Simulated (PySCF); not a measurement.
The numbers below are computed, except where a source is named.
**Si4H10SN**

The system: Si4H10SN, a small molecule (built as: Si site whose three back bonds go to SiH3, NHSiH3, SSiH3); neutral, doublet. The structure, one conformer, was relaxed in the gas phase by PBE0-D3(BJ)/def2-SVP. No frequency run checks that it is a minimum.

SMILES: [SiH3]N[Si]([SiH3])S[SiH3]

Coordinates in Å:
```
Si1    -0.111    0.345   -0.259
Si2    -0.587   -1.925    0.153
N3      1.597    0.632   -0.431
Si4     2.874   -0.472   -0.884
S5     -0.756    1.513    1.455
Si6    -2.754    1.910    0.759
H7     -2.028   -1.967    0.549
H8      0.247   -2.493    1.259
H9     -0.400   -2.756   -1.076
H10     1.862    1.612   -0.338
H11     4.026   -0.365    0.063
H12     3.389   -0.219   -2.265
H13     2.295   -1.846   -0.825
H14    -3.491    2.486    1.920
H15    -3.421    0.649    0.315
H16    -2.755    2.883   -0.373
```

EPR values by unrestricted B3LYP, IGLO-III on N S Si, pcH-1 on H.

(1) Predict g and the largest hyperfine couplings. Where does the spin sit?

(2) How do the isotropic couplings move with BHandHLYP?

Results:

(1) g = 2.0014, 2.0024, 2.0082. The spin sits on Si1 (71 %, bonded to 1 N + 1 S + 1 Si) by Mulliken populations.
```json
{"atom": "Si1", "isotope": "29Si", "isotropic (MHz)": "-540.3", "dipolar, principal values (MHz)": "-124.1, 61.3, 62.9"}
{"atom": "Si2", "isotope": "29Si", "isotropic (MHz)": "-121.9", "dipolar, principal values (MHz)": "-24.6, 10.8, 13.7"}
{"atom": "H8", "isotope": "1H", "isotropic (MHz)": "53.4", "dipolar, principal values (MHz)": "-2.5, -0.2, 2.8"}
{"atom": "S5", "isotope": "33S", "isotropic (MHz)": "2.4", "dipolar, principal values (MHz)": "-13.2, -12.2, 25.4"}
{"atom": "Si6", "isotope": "29Si", "isotropic (MHz)": "-22.5", "dipolar, principal values (MHz)": "-0.7, 0.2, 0.5"}
{"atom": "N3", "isotope": "14N", "isotropic (MHz)": "7.4", "dipolar, principal values (MHz)": "-5.6, -5.3, 10.9"}
```

(2) Si1 -540.3 to -576.6 MHz, Si2 -121.9 to -121.7 MHz, H8 53.4 to 53.3 MHz, S5 2.4 to 3.4 MHz.

The 2 runs behind this took 6.7 min in all, one thread each of Arm Neoverse V1 on a shared host, launched as `OMP_NUM_THREADS=1 python cluster_run.py task.json out`.
